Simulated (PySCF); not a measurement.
r2SCAN on Br (bromine, neutral), [Ar] 3d10 4s2 4p4 4d1, one real determinant (an excited configuration). Computed with PySCF 2.14 in aug-cc-pV5Z-PP with ECP10MDF (8s7p6d4f3g2h, 136 functions), with scalar relativity through the core potential.

```
cycle= 1 E= -416.32391817892  delta_E= -0.014  |g|= 0.0373  |ddm|= 1.19
cycle= 2 E= -416.324105715887  delta_E= -0.000188  |g|= 0.0248  |ddm|= 0.083
cycle= 3 E= -416.324158404669  delta_E= -5.27e-05  |g|= 0.00301  |ddm|= 0.0328
cycle= 4 E= -416.324160246736  delta_E= -1.84e-06  |g|= 0.00116  |ddm|= 0.00854
cycle= 5 E= -416.324160722571  delta_E= -4.76e-07  |g|= 7.07e-05  |ddm|= 0.00316
cycle= 6 E= -416.324160725255  delta_E= -2.68e-09  |g|= 1.03e-05  |ddm|= 0.000217
cycle= 7 E= -416.32416072533  delta_E= -7.53e-11  |g|= 1.05e-06  |ddm|= 4.22e-05
converged SCF energy = -416.32416072533  <S^2> = 3.7554104  2S+1 = 4.0027043
```

Highest occupied orbital energy: 0.203 eV; ⟨L²⟩ = 8.04; populations by l: s 4.00, p 10.00, d 11.00, f 0.00.

Question: Can this result be used?

Answer: Not for this state. The run converged. ⟨L²⟩ = 8.04 against 12 for a pure F term, so this real determinant mixes terms. Energies and moments cover only the electrons outside the core potential. The outer electron is Rydberg-like, and this basis confines it to a smaller radius and binds it less than a complete one would. At r2SCAN the highest occupied level has a positive energy, so only the finite basis holds that electron; for this excited configuration the basis is too tight for the outer shell.
